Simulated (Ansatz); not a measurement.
The cluster Nb₂Si₂, relaxed as a quintet with UKS r2SCAN-D4/def2-SVP in Ansatz, starting from the r2SCAN-D4/def2-SVP geometry of the neutral singlet. Force threshold 0.02 eV/Å.

In the def2 sets Nb takes a core potential; there is no spin–orbit coupling. The charge 0 quintet is spin-contaminated (final ⟨S²⟩ up to 6.13, 6.00 for a pure state). The structure comes from a short search, and lower isomers may exist.

Start:

Cartesian coordinates in Å:
```
Nb 0.472 0.100 0.430
Nb 1.979 0.440 1.749
Si -1.710 0.664 -0.775
Si -0.741 -1.203 -1.404
```

| step | energy (eV) | largest force component (eV/Å) | SCF passes |
| --- | --- | --- | --- |
| 1 | -18844.5217 | 3.299 | 138 |
| 2 | -18844.6053 | 1.539 | 105 |
| 3 | -18844.7922 | 0.573 | 84 |
| 4 | -18844.9345 | 0.490 | 71 |
| 5 | -18845.0572 | 0.470 | 70 |
| 6 | -18845.1716 | 0.515 | 76 |
| 7 | -18845.2730 | 0.244 | 93 |
| 8 | -18845.4072 | 1.176 | 227 |
| 9 | -18845.9632 | 1.101 | 94 |
| 10 | -18846.5292 | 1.406 | 81 |
| 11 | -18846.9297 | 0.720 | 71 |
| 12 | -18847.0617 | 0.390 | 81 |
| 13 (rejected) | -18847.0387 | 0.596 | 77 |
| 14 | -18847.0774 | 0.026 | 71 |
| 15 | -18847.0777 | 0.020 | 66 |
| 16 | -18847.0779 | 0.006 | 65 |

Force components are those of the run's own axes.

End:

Cartesian coordinates in Å:
```
Nb -0.4820 -0.6863 1.2698
Nb 1.3662 0.6022 0.3184
Si -0.9750 1.0647 -0.4433
Si 0.0908 -0.9806 -1.1449
```

Bonds formed: Nb2–Si3, Nb2–Si4 (atoms count from 1).

No frequencies were taken in this run, so the end may be a saddle point.

It took 2.4 min on 4 threads of Arm Neoverse V2 on a shared host.
